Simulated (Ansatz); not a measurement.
One geometry of TcO3Cl (TcClO₃), several levels of theory.

```yaml
crystal:
  periodic: [false, false, false]
  atoms:
    - {symbol: Tc, position_ang: [0.053114, 0.091655, 0.038104]}
    - {symbol: O, position_ang: [0.063601, 0.075208, 1.712374]}
    - {symbol: O, position_ang: [1.628293, 0.103066, -0.529558]}
    - {symbol: O, position_ang: [-0.744044, 1.461721, -0.501350]}
    - {symbol: Cl, position_ang: [-1.000954, -1.731640, -0.719580]}
basis:
  gaussian: {orbitals: def2-TZVP, initial_orbitals: start.molden}
magnetization: {spin_polarized: true, initial_magnetization: 2}
hamiltonian: {xc: pbe, dispersion: d4}
scf: {omitted_lower_state_checks: [starts]}
output: {orbitals: {seedname: orbitals}}
```

The file start.molden holds the orbitals of an earlier run on this structure, at another level or in another basis.

```sh
$ ansatz run in.yaml --threads 4 --pin off --events-out ev --progress --plain --max-ram 3916MiB
```

Output, abridged:

```
Functional definition: PBE
1063 factors; their error is unknown
mean field evaluation 1: about -20855.7272 eV, gradient 8.9e0 eV
mean field evaluation 2: about -20855.9967 eV, gradient 6.2e-1 eV
mean field evaluation 4: about -20856.0811 eV, gradient 1.0e-1 eV
mean field evaluation 8: about -20856.0816 eV, gradient 4.9e-3 eV
mean field evaluation 16: about -20856.0816 eV, gradient 2.2e-5 eV
mean field -20856.08157466 eV, -766.4468611090 hartree, gradient 2.5e-6 eV, S^2 2.009464; 0 other end points of the search recorded, 0 dependent functions left out
reference -20856.08162610 eV, -766.4468629994 hartree; 29, 27 occupied and 141, 143 virtual orbitals, 1063 factors
Total energy: -20856.27552070 eV, -766.4539884946 hartree
Checks for a lower state left out: starts
```

Hardware: 4 threads of Intel Xeon 6975P-C on a shared host. Wall time 3.5 s.

First input, but with `gaussian: {orbitals: def2-TZVP}`, `hamiltonian: {xc: pbe0, dispersion: d4}` (abridged; 6 s):

```
Functional definition: PBE0
mean field evaluation 16: about -20853.9792 eV, gradient 3.0e-1 eV
mean field evaluation 32: about -20854.0746 eV, gradient 2.0e-5 eV
mean field -20854.07456867 eV, -766.3731049993 hartree, gradient 5.2e-6 eV, S^2 2.035880
Total energy: -20854.23805550 eV, -766.3791130295 hartree
Checks for a lower state left out: starts
```

As the first input, with `hamiltonian: {xc: r2scan, dispersion: d4}` (abridged; 16 s):

```
Functional definition: r2SCAN
mean field evaluation 16: about -20863.4535 eV, gradient 4.3e-3 eV
mean field evaluation 32: about -20863.4535 eV, gradient 9.0e-6 eV
mean field -20863.45352379 eV, -766.7177752425 hartree, gradient 9.0e-6 eV, S^2 2.022821
Total energy: -20863.49579884 eV, -766.7193288221 hartree
Checks for a lower state left out: starts
```

Geometry: r2SCAN-D4/def2-SVP, that of the neutral singlet.

In the def2 sets Tc takes a core potential; there is no spin–orbit coupling. At PBE-D4/def2-TZVP the gap within one spin of the charge 0 triplet nearly closes, so an electron or hole may be smeared out by delocalisation error. At PBE0-D4/def2-TZVP a singlet of charge 0 lies 3.23 eV below the triplet at the same geometry.
